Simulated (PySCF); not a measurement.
From one molecule to another.

First species: C2H16Si5.
InChI=1S/C2H16Si5/c1-5-7(4)6-2-3/h7H,2,5-6H2,1,3-4H3/t7-/m0/s1

Second species: C₂H₁₆Si₅.
SMILES: `C[SiH](C)[Si]([SiH3])([SiH3])[SiH3]`

Levels: PBE0/pcSseg-1 for dipole moment, HOMO energy, LUMO energy and HOMO–LUMO gap; GFN2-xTB for rotational constant A and rotational constant C. Geometries: GFN2-xTB. Each species is one conformer at its optimised geometry, gas phase, non-relativistic unless stated; the electronic structure was computed with PySCF and density fitting.

Dipoles, sizes and rotational constants follow the conformer. The torsions of the flexible species, by atom-mapped SMILES:
- `[CH3:1][SiH2:2][Si@H:3]([SiH3:4])[SiH2:5][CH2:6][SiH3:7]`: C1–Si2–Si3–Si4 58°, Si2–Si3–Si5–C6 -79°, Si3–Si5–C6–Si7 -72°
- `[CH3:1][SiH:2]([CH3:3])[Si:4]([SiH3:5])([SiH3:6])[SiH3:7]`: C1–Si2–Si4–Si5 60°

Q: Which of the two has the higher rotational constant A, and by how much?

A: The first: 1.167 GHz against 0.883 GHz, a difference of 0.284 GHz.

Q: Which has the higher LUMO energy?

A: The second: -0.34 eV against -0.50 eV, a difference of 0.16 eV.

Q: Which has the higher dipole moment?

A: The second: 1.00 D against 0.90 D, a difference of 0.10 D.

Q: Which has the higher rotational constant C?

A: The second: 0.618 GHz against 0.408 GHz, a difference of 0.210 GHz.

Q: Which has the higher HOMO energy?

A: The second: -7.84 eV against -8.06 eV, a difference of 0.22 eV.

Q: Which of the two has the higher HOMO–LUMO gap, and by how much?

A: The first: 7.56 eV against 7.50 eV, a difference of 0.06 eV.

On the first: A dipole of 0.90 D is allowed in C1, and pure rotational transitions are dipole-allowed. In atomic units the dipole is 0.35 e·bohr (1 au = 2.5417 D).

On the second: The dipole matches unit charges of opposite sign 0.21 Å apart (1 e·Å = 4.8032 D). A dipole of 1.00 D is allowed in Cs, and pure rotational transitions are dipole-allowed.
